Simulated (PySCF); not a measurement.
Isomers of C6H10ClF, one GFN2-xTB conformer each. Single-point energies are computed at PBE0/def2-SVPD (PySCF, gas phase, no added dispersion term), electronic only.

```
                      SMILES  GFN2-xTB relative energy (kcal/mol)
       F[C@@H]1CCCC[C@@H]1Cl                                  0.0
            CC/C(C)=C(/F)CCl                                 25.8
CC[C@@H]1[C@@H](F)C[C@@H]1Cl                                 16.9
  CC1(C)[C@@H](F)[C@@]1(C)Cl                                 24.8
```

Conformers: `[F:1][C@@H:2]1[CH2:3][CH2:4][CH2:5][CH2:6][C@@H:7]1[Cl:8]` with F1–C2–C3–C4 179°, C2–C3–C4–C5 58°, C3–C4–C5–C6 -58°, C4–C5–C6–C7 56°; `[CH3:1][CH2:2]/[C:3]([CH3:4])=[C:5](/[F:6])[CH2:7][Cl:8]` with C1–C2–C3–C4 86°, C3–C5–C7–Cl8 -74°; `[CH3:1][CH2:2][C@@H:3]1[C@@H:4]([F:5])[CH2:6][C@@H:7]1[Cl:8]` with C1–C2–C3–C4 -75°, C2–C3–C4–F5 110°, C3–C4–C6–C7 10°, C4–C6–C7–Cl8 107°, C2–C3–C7–C6 131°.

Q: What does PBE0/def2-SVPD give for the same structures?

A: 
```
                      SMILES  PBE0/def2-SVPD E (Eh)  PBE0/def2-SVPD (kcal/mol)  GFN2-xTB (kcal/mol)  point group
       F[C@@H]1CCCC[C@@H]1Cl             -793.83094                        0.0                  0.0           C1
CC[C@@H]1[C@@H](F)C[C@@H]1Cl             -793.79364                       23.4                 16.9           C1
            CC/C(C)=C(/F)CCl             -793.79084                       25.2                 25.8           C1
  CC1(C)[C@@H](F)[C@@]1(C)Cl             -793.78324                       29.9                 24.8           C1
```

Both levels put the same isomer lowest; measured from each level's own lowest isomer, the values differ by up to 6.5 kcal/mol (CC[C@@H]1[C@@H](F)C[C@@H]1Cl: 16.9 against 23.4). As drawn, the highest has a three-membered ring and a quaternary carbon, which the lowest lacks. Neighbours under 2.5 kcal/mol apart (CC[C@@H]1[C@@H](F)C[C@@H]1Cl and CC/C(C)=C(/F)CCl) can change places with a better method, another conformer or zero-point energy.

Q: Which frontier levels, dipoles and rotational constants go with these structures?

A: 
```tsv
SMILES	HOMO (eV, PBE0/def2-SVPD)	LUMO (eV)	dipole (D)	A, B, C (MHz)
F[C@@H]1CCCC[C@@H]1Cl	-8.34	0.41	3.26	2033, 1712, 1198
CC[C@@H]1[C@@H](F)C[C@@H]1Cl	-8.27	0.45	0.60	2069, 1352, 886.5
CC/C(C)=C(/F)CCl	-7.02	-0.56	2.39	1977, 1180, 872.9
CC1(C)[C@@H](F)[C@@]1(C)Cl	-7.69	0.20	3.06	1946, 1524, 1311
```
